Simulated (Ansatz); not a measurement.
Reaction (SMILES): [N]=B (BH-N) → B=[N-] (an electron is taken up)
B3LYP-D3(BJ)/def2-TZVP geometries, fixed; electronic energies without zero-point terms; positive where energy is released.
Largest species:
```xyz
3

B      0.0000     0.0000    -0.6130
N      0.0000     0.0000     0.6925
H      0.0000     0.0000    -1.7820
```
Charge 0, spin multiplicity 2.

Basis-set convergence of the adiabatic electron affinity at PBE with Ansatz (a quantum-chemistry and plane-wave program). Cartesian d functions, on some or all atoms, in 6-31G*, 6-31G**; all else is spherical. The program fits the integrals of some runs and decomposes those of others, by size. Open shells are unrestricted. No added dispersion term, no relativity. Functions are those of the species that has most. Reference: the value in aug-pcseg-3, 3.019 eV, itself unsure by roughly 0.008 eV (its mean distance from aug-cc-pVQZ, def2-QZVPPD). Deviations are taken from unrounded values.

| basis | functions | adiabatic electron affinity (eV) | minus reference (eV) |
|---|---|---|---|
| STO-3G | 11 | -0.944 | -3.964 |
| def2-SV(P) | 30 | 2.630 | -0.389 |
| 6-31G* | 32 | 2.244 | -0.775 |
| pcseg-1 | 33 | 2.804 | -0.215 |
| 6-31G** | 35 | 2.248 | -0.771 |
| 6-311G** | 42 | 2.723 | -0.296 |
| def2-SVPD | 48 | 2.911 | -0.108 |
| 6-311+G** | 50 | 3.031 | 0.011 |
| aug-pcseg-1 | 55 | 3.032 | 0.013 |
| 6-311++G(2d,2p) | 64 | 3.030 | 0.011 |
| def2-TZVP | 68 | 2.924 | -0.096 |
| def2-TZVPP | 76 | 2.926 | -0.094 |
| def2-TZVPD | 83 | 2.973 | -0.046 |
| aug-cc-pVTZ | 115 | 3.012 | -0.007 |
| cc-pVQZ | 140 | 2.943 | -0.076 |
| pcseg-3 | 153 | 3.015 | -0.004 |
| aug-cc-pVQZ | 206 | 3.018 | -0.001 |
| aug-pcseg-3 | 219 | 3.019 | 0.000 |
